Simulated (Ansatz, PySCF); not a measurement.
YCl3, SMILES [Cl][Y]([Cl])[Cl].

Coordinates come from a r2SCAN-D4/def2-SVP optimisation. The isomer is the one that the SMILES or the coordinates give; other isomers of the formula were not compared. The def2 effective core potentials stand for the cores of Y; spin–orbit coupling is left out.

Vertical ionisation energy (IE) and electron affinity (EA) in eV. Rows of orbital energies are one-electron estimates. Where ΔSCF, EOM or ADC give a negative EA the extra electron is unbound and the value depends on the basis.

| level | IE | EA |
|---|---|---|
| −ε(HOMO), −ε(LUMO), CAM-B3LYP/def2-TZVPD (PySCF) | 10.49 | 2.17 |
| −ε(HOMO), −ε(LUMO), PBE/def2-TZVPD (PySCF) | 7.77 | 3.71 |
| ΔSCF, PBE0/def2-SVPD (Ansatz), final states of multiplicity 2 and 2 | 11.09 | 1.53 |
| ΔSCF, PBE/def2-SVPD (Ansatz), final states of multiplicity 2 and 2 | (withheld) | (withheld) |

Task: Complete the blanks. (The exact figures need the calculation; the answer reports its results.)

Result: 
- ΔSCF, PBE/def2-SVPD (Ansatz, a quantum-chemistry and plane-wave program), final states of multiplicity 2 and 2, IE: 10.50
- ΔSCF, PBE/def2-SVPD (Ansatz), final states of multiplicity 2 and 2, EA: 1.53

Task: What vertical singlet–triplet gap does ΔSCF give with PBE0/def2-SVPD (Ansatz) and with PBE/def2-SVPD (Ansatz)? (Estimate from the structure and the level; the computed values follow.)

Result: 4.95 and 4.38 eV (triplet above singlet where positive).
